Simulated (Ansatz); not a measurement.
**Energy profile**

The step: SnH₄O ([OH][SnH3]) + PH₃ → SnPH₅ ([PH2][SnH3]) + H₂O; bonds formed: Sn1–P7, O2–H6; bonds broken: Sn1–O2, H6–P7 (atoms numbered as in the saddle structure below).

```
10
angstrom
Sn -0.7840 0.9979 -0.6474
O 0.5226 0.7869 1.0196
H -0.1354 0.4942 -2.1336
H -0.6619 2.7112 -0.5544
H -2.3381 0.4977 -0.2054
H 0.5546 -0.3296 0.7676
P -0.0142 -1.8893 -0.0688
H 1.3814 1.2303 0.9930
H 0.1261 -2.4091 1.2467
H 1.3489 -2.0902 -0.4173
```

Electronic energies by CCSD(T) at an estimated basis limit (MP2 extrapolated from triple and quadruple zeta, plus CCSD(T) − MP2 in triple zeta), on PBE0-D4/def2-TZVP structures; SnPH7O, closed shell; no counterpoise correction. Program: Ansatz 0.2.0. Basis: def2-TZVPP and def2-QZVPP. Cores are frozen in the correlated methods. Filled d shells of the heavier atoms are correlated. Core potentials replace the inner electrons of the atoms past krypton. The def2 sets are not built for correlating such inner shells, so the correlated values are less sure here. Extrapolation: Hartree–Fock as exp(−7.88 √X), correlation as X^−2.97.

**Question.** Give the profile in kJ/mol, counted from the separated reactants. (Judge from chemistry; the value comes from the calculation.)

**Answer.** The calculation gives:
```
                                                                                                      point  kJ/mol
 separated: SnH4O (linked as [OH][SnH3]; Sn1, O2, H3, H4, H5, H8; singlet) + PH3 (H6, P7, H9, H10; singlet)     0.0
                                                                                            start structure   -13.4
                                                                                                     saddle   123.0
                                                                                              end structure   -38.2
separated: SnPH5 (linked as [PH2][SnH3]; Sn1, H3, H4, H5, P7, H9, H10; singlet) + H2O (O2, H6, H8; singlet)   -25.9
```

The T1 diagnostic stays at or below 0.015.

For scale, one of the runs: CCSD(T)/def2-TZVPP, 221 basis functions, launched by `ansatz run in.yaml --threads 4 --pin off --events-out ev --progress --plain --max-ram 9574MiB`. Time: 66 s of wall clock on 4 CPU threads of an Intel Xeon Platinum 8375C; the host was shared. Peak host memory: 3.7 GiB.
